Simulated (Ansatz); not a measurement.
Reactions of C$_{2}$H$_{9}$AsSi, SMILES `[SiH3]CC[AsH2]`.

Isolated molecules relaxed with PBE0-D4/def2-TZVP in Ansatz; ΔE leaves out vibrations. CBS: MP2 limit from def2 TZ/QZ plus the TZ coupled-cluster correction, frozen cores. This one scheme is used for every species. Functionals use def2-TZVPP. For As, Se outer-core shells are correlated without core-valence functions, which leaves a few kJ/mol of doubt a bond. Scalar relativity is left out up to krypton. Each species was taken in one conformer, which may not be the lowest.

```tsv
reaction	CCSD(T)/CBS(def2) (kcal/mol)
`[SiH3]CC[AsH2]` + `BC[SiH3]` → `[SiH3]CB[AsH2]` + `CC[SiH3]`	?
`[SiH3]CC[AsH2]` + `C[SeH]` → `C[Se][AsH2]` + `CC[SiH3]`	-15.4
`[SiH3]CC[AsH2]` + H₂ → `[AsH3]` + `CC[SiH3]`	-11.6
`[SiH3]CC[AsH2]` + `C=C(F)BO` → `C=C(F)B[SiH3]` + `OCC[AsH2]`	57.5
```

Q: Fill in the missing values. (Estimate.)

A: Ansatz gave: `[SiH3]CC[AsH2]` + `BC[SiH3]` → `[SiH3]CB[AsH2]` + `CC[SiH3]`: -13.6 kcal/mol.

Largest T1 diagnostic: 0.014, for `C=C(F)BO`.
